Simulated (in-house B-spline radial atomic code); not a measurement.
# Response and correlation of neutral krypton

Closed shell [Ar] 3d10 4s2 4p6. Computed with a B-spline radial code for spherical atoms: Dirac-Hartree-Fock, relativistic RPA (time-dependent Dirac-Hartree-Fock) for the response and second-order many-body perturbation theory for correlation, no-pair Dirac-Coulomb Hamiltonian, finite nucleus.

Command:
```bash
python run_mb.py task.json out
```
Settings (nuclear radius in fm, box in bohr, cutoff in hartree):
```
basis_form          2
Z                   36
core_configuration  [Ar] 3d10 4s2 4p6
rms_radius          4.1884
mass_number         84
speed_of_light      137.036
box_radius          45.0
lmax                7
intervals           68
virtual_cutoff      32400.0
```

Cost of the run: 12 s on 1 thread of Arm Neoverse V1, with other jobs on the host.

```json
{"multipole (bohr³, bohr⁵, bohr⁷)": "dipole", "uncoupled": "15.817", "coupled RPA": "16.468"}
{"multipole (bohr³, bohr⁵, bohr⁷)": "quadrupole", "uncoupled": "69.913", "coupled RPA": "?"}
{"multipole (bohr³, bohr⁵, bohr⁷)": "octupole", "uncoupled": "878.72", "coupled RPA": "1244"}
```

What is the coupled quadrupole polarisability?

94.253 atomic units, +35 % against the uncoupled value.

Which subshells carry the dipole polarisability?

4p3/2 69.3 %, 4p1/2 30.0 %, 4s1/2 0.4 %.

What does the dipole shielding factor come to?

The dipole shielding factor is 1.000, against the exact N/Z = 36/36 = 1.000 of the non-relativistic theorem.

Dipole polarisability at imaginary frequency:

```tsv
u (Eh)	α(iu) (bohr³)
0	16.47
0.02	16.45
0.05	16.34
0.1	15.96
0.15	15.38
0.2	14.66
0.3	12.99
0.4	11.29
0.5	9.744
0.7	7.263
1	4.848
1.5	2.781
2	1.801
3	0.9565
5	0.4372
10	0.1553
```

What dispersion coefficients follow for two such atoms?

C6 = (3/π)∫α(iu)²du = 126.8 hartree·bohr⁶ and C8 = 3862 hartree·bohr⁸. The literature value of C6 is 130 (Chu and Dalgarno (2004); Tang, Norbeck and Certain (1976)).

How good is RPA here?

The recommended dipole polarisability is 16.78 bohr³ (Schwerdtfeger and Nagle, table of static dipole polarizabilities (2023 update)); RPA is off by -2 %, the part due to correlation beyond RPA.

Lowest J = 1 odd-parity excitations:

| energy (eV) | oscillator strength | leading channel | weight |
| --- | --- | --- | --- |
| 10.125 | 0.152 | 4p3/2 → s1/2 | 0.915 |
| 10.8 | 0.234 | 4p1/2 → s1/2 | 0.888 |
| 11.974 | 0.00228 | 4p3/2 → d3/2 | 0.61 |
| 12.397 | 0.00493 | 4p3/2 → s1/2 | 0.613 |
| 12.425 | 0.205 | 4p3/2 → d5/2 | 0.485 |
| 12.856 | 0.00128 | 4p3/2 → d3/2 | 0.493 |

Second-order correlation energy by the highest angular momentum of the excited pair (hartree): s -0.02365, p -0.2256, d -0.7086, f -0.5787, g -0.1936, h -0.08214, i -0.03753, k -0.01909.

What is the second-order correlation energy at the partial-wave limit?

The listed waves sum to -1.8689 hartree; extrapolating the increments as (l + 1/2)⁻⁴ gives -1.908 hartree, -1.44 eV per electron.
